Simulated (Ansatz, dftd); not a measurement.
System: SOF2, charge 0, singlet. SOF2 (SMILES O=S(F)F).
B3LYP-D3(BJ)/def2-TZVP minimum from Ansatz (a first-principles code):
```xyz
4

O      1.3619    -0.1486    -0.3569
S      0.1670    -0.0077     0.4048
F     -0.6344     1.2320    -0.2285
F     -0.8731    -1.0862    -0.1739
```

Property: atomisation energy (electronic, to ground-state atoms), in kJ/mol. Open shells are spin-unrestricted; no spin-orbit coupling. CBS(X,Y): correlation extrapolated as X^-3, Hartree-Fock from the larger set (Q,5: extrapolated as (X+1)exp(-9√X)). A bracket is a step between two methods taken in the basis named. Functionals run without relativity, which enters their misses. Double hybrids freeze cores in their MP2 part. '+ core + X2C': CCSD(T) terms for core correlation (cc-pwCVTZ, 1s frozen past Ne) and scalar relativity (cc-pVTZ-DK).

Compared with CCSD(T)/CBS(cc-pV(Q+d)Z,cc-pV(5+d)Z) + [CCSDT(Q) - CCSD(T)]/cc-pV(D+d)Z + core + X2C (Ansatz): 1301.5 kJ/mol.

Q: Rank these levels by how close they come to it, closest first: r2SCAN-D4/def2-TZVPD (Ansatz + dftd4); B2PLYP-D4/def2-TZVPD (Ansatz + dftd4); PBE/def2-TZVPD (Ansatz).

A: r2SCAN-D4/def2-TZVPD (1312.9 kJ/mol, difference 11.4), B2PLYP-D4/def2-TZVPD (1267.4 kJ/mol, difference -34.1), PBE/def2-TZVPD (1392.9 kJ/mol, difference 91.4)
